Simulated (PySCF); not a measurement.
ZrN: from constants to spectrum

ROHF-CCSD(T) constants of ZrN, ²Σ⁺ (doublet), unpaired electrons σ ↑ (Zr def2-TZVPPD with ECP28, N def2-TZVPPD; scalar-relativistic core potentials (PySCF 2.14); masses 89.9047 and 14.0031 u):

| Item | Value |
| --- | --- |
| ωe | 999.8 cm⁻¹ |
| ωexe | 3.6 cm⁻¹ |
| Be | 0.47687 cm⁻¹ |
| αe | 0.00233 cm⁻¹ |
| D (centrifugal) | 4.34e-07 cm⁻¹ |
| De to Zr (4d2 5s2) + N | 5.84 eV |

Question: Give the vibrational terms G(v) and spacings up to v = 6.

Answer: G(v) = ωe(v+½) − ωexe(v+½)².

```
v  G(v) (cm⁻¹)  G(v) − G(v−1)  Bv (cm⁻¹)
0        499.0                    0.4757
1       1491.6          992.6     0.4734
2       2477.0          985.4     0.4710
3       3455.2          978.2     0.4687
4       4426.2          971.0     0.4664
5       5390.0          963.8     0.4641
6       6346.6          956.6     0.4617
```

Question: How well does the Morse estimate ωe²/(4ωexe) reproduce De, and what is D0?

Answer: It gives 8.61 eV, 147 % of the computed De. D0 = De − G(0) = 5.84 − 0.06 = 5.78 eV.

Correlated steps freeze 1 core orbital. Spin–orbit coupling is left out, which matters for elements this heavy, above all for dissociation energies. The state is the lowest single determinant that the PBE0 search found; with open d or f shells the true ground state can be another one.
